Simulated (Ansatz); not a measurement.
Computed with Ansatz on PBE0-D4/def2-TZVP structures; ΔE is electronic, products minus reactants. CBS: MP2 limit from def2 TZ/QZ plus the TZ coupled-cluster correction, frozen cores. DFT in def2-TZVPP. One conformer a species, not always the lowest.

Consider the substitution at a C–N bond: `BN(B)CC=C` + `FC(F)(F)S` → `C=CCSC(F)(F)F` + `BNB`.

| level | ΔE (kJ/mol) |
| --- | --- |
| r2SCAN-D4 | -34.1 |
| MP2/def2-QZVPP | -32.7 |

Problem. What does CCSD(T)/CBS give? (Estimate.)

Solution. Ansatz gave: -31.5 kJ/mol. The listed levels differ from it by -2.6, -1.2 kJ/mol.

Largest T1 diagnostic among the species: 0.012.
